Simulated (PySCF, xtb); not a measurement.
C2H4ClNSi, SMILES N#CC[SiH2]Cl. Other conformers were not sampled.

Harmonic wavenumbers (cm⁻¹) from xtb 6.7.1 with GFN2-xTB at its own minimum, in rising order: 42, 120, 187, 374, 438, 494, 513, 571, 667, 723, 763, 776, 1014, 1080, 1183, 1408, 2278, 2308, 2403, 2967, 2984.

What does r2SCAN-D4/def2-SVP run with PySCF give at its own minimum? (An estimate is asked for; the answer gives what the named calculation found.)

58, 123, 207, 373, 457, 540, 562, 672, 683, 785, 889, 946, 978, 1151, 1177, 1393, 2251, 2270, 2352, 3040, 3106. Paired by order, the mean absolute difference is 51 cm⁻¹ and the zero-point energies are 33.3 and 34.3 kcal/mol.
